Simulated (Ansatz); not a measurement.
# A cut through the energy surface

AuNH₄S (SMILES [NH3+][Au-][SH]), singlet, at its PBE0-D4/def2-TZVP minimum:

| atom | x (Å) | y (Å) | z (Å) |
| --- | --- | --- | --- |
| N1 | -1.0429 | 0.6504 | -0.7301 |
| Au2 | 0.3430 | -0.3573 | 0.5286 |
| S3 | 1.7630 | -1.4283 | 1.9065 |
| H4 | -1.7564 | 0.0159 | -1.0719 |
| H5 | -0.5695 | 1.0510 | -1.5326 |
| H6 | -1.5033 | 1.4039 | -0.2312 |
| H7 | 2.8273 | -1.4037 | 1.0848 |

The bond length N1–H6 (1.014 Å at the minimum) is set to the values below, the two halves moving rigidly along the bond. Each method's energies count from its own value at the PBE0-D4 minimum structure. Program: Ansatz 0.2.0. Basis: def2-TZVPP. Cores are frozen in the correlated methods. Filled d shells of the heavier atoms are correlated. Core potentials replace the inner electrons of the atoms past krypton. B3LYP uses VWN-RPA correlation.

```csv
bond length (Å),CCSD(T) (kJ/mol),PBE0-D4 (kJ/mol),r2SCAN-D4 (kJ/mol),MP2 (kJ/mol),HF (kJ/mol)
0.893,40.5,40.4,40.6,40.3,33.7
0.928,18.8,18.7,19.0,18.6,13.8
0.980,2.6,2.5,2.7,2.5,0.5
1.040,1.4,1.5,1.3,1.5,3.0
1.107,15.3,15.6,14.9,15.9,21.5
```

Largest difference from the CCSD(T) curve over the scan: PBE-D4 4.1; B3LYP-D4 0.5; wB97M-V 0.5 kJ/mol. Each curve counts from its own value at the minimum.

T1 diagnostic: at most 0.015.

For scale, one of the runs: CCSD(T)/def2-TZVPP, 185 basis functions (an equivalent command: `ansatz run in.yaml --threads 4`). Hardware: 4 CPU threads, shared host. Wall time 72 s; peak host memory 2.2 GiB.
